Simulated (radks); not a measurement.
Species: Ru. Configuration: [Kr] 4d6 5p2 (not the ground configuration).

Calculated with a radial shooting solver on a logarithmic mesh with Libxc functionals: Dirac Kohn-Sham, PBEsol, spin-unpolarised, spherical densities, finite nucleus; open shells are shared between the two j in proportion to 2j + 1; Fermi nuclear charge, rms radius 4.4809 fm.

Energy parts (Ry):
total: -9057.56413
kinetic: 9424.43113
electron-nucleus: -21897.45443
Hartree: 3677.49356
exchange-correlation: -262.03439

Orbitals (lengths in bohr, moments of r in powers of bohr; r(max) is where P^2 peaks):
| orbital | occ. | eigenvalue (Ry) | r(max) |
|---|---|---|---|
| 1s1/2 | 2 | -1610.984 | 0.02172 |
| 2s1/2 | 2 | -232.0020 | 0.1231 |
| 2p1/2 | 2 | -214.4499 | 0.09549 |
| 2p3/2 | 4 | -204.8364 | 0.09949 |
| 3s1/2 | 2 | -41.22994 | 0.3620 |
| 3p1/2 | 2 | -34.42077 | 0.3487 |
| 3p3/2 | 4 | -32.78914 | 0.3582 |
| 3d3/2 | 4 | -20.72510 | 0.2993 |
| 3d5/2 | 6 | -20.40706 | 0.3021 |
| 4s1/2 | 2 | -6.06574 | 0.9134 |
| 4p1/2 | 2 | -4.02991 | 0.9641 |
| 4p3/2 | 4 | -3.77724 | 0.9889 |
| 4d3/2 | 2.4 | -0.78305 | 1.189 |
| 4d5/2 | 3.6 | -0.75642 | 1.200 |
| 5p1/2 | 0.666667 | -0.20956 | 3.298 |
| 5p3/2 | 1.33333 | -0.19552 | 3.414 |

The highest occupied level is 5p3/2 at -2.660 eV. Summed over all electrons, <r^2> = 72.92 bohr^2, which gives a Langevin (diamagnetic) susceptibility term of -57.8 x 10^-6 cm^3/mol. The electron density at the nucleus is 1.099e+05 e/bohr^3. The density falls to 0.001 e/bohr^3 at r = 5.14 bohr.
